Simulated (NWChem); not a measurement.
Species: C3H4F2O; SMILES COC=C(F)F

```xyz
10

C      0.1453    -2.5403     0.0808
O     -0.3662    -1.3192    -0.4422
C      0.4960    -0.2668    -0.3205
C      0.0753     0.9236     0.0975
F     -1.1587     1.2055     0.4869
F      0.8574     1.9987     0.1322
H     -0.5959    -3.3093    -0.1463
H      0.2921    -2.4802     1.1673
H      1.1007    -2.8067    -0.3947
H      1.5334    -0.3988    -0.6206
```
Atoms are numbered in this order, from 1.

Coordinates come from a B3LYP/6-31G* (spherical d) optimisation.

**Question.** Give the principal values of the shielding tensors (ppm) of C1, O2, C3, C4, F5 from PBE0/pcSseg-1, GIAO (NWChem), with their diamagnetic and paramagnetic parts as GIAO splits them.

**Answer.** 
```tsv
atom	σ11	σ22	σ33	isotropic	diamagnetic	paramagnetic
C1	92.0	93.8	182.3	122.7	247.6	-124.9
O2	242.4	295.5	340.4	292.7	395.1	-102.4
C3	14.3	89.2	102.1	68.5	254.2	-185.7
C4	-58.5	51.4	55.2	16.1	249.2	-233.1
F5	242.9	280.1	289.8	270.9	473.9	-203.0
```
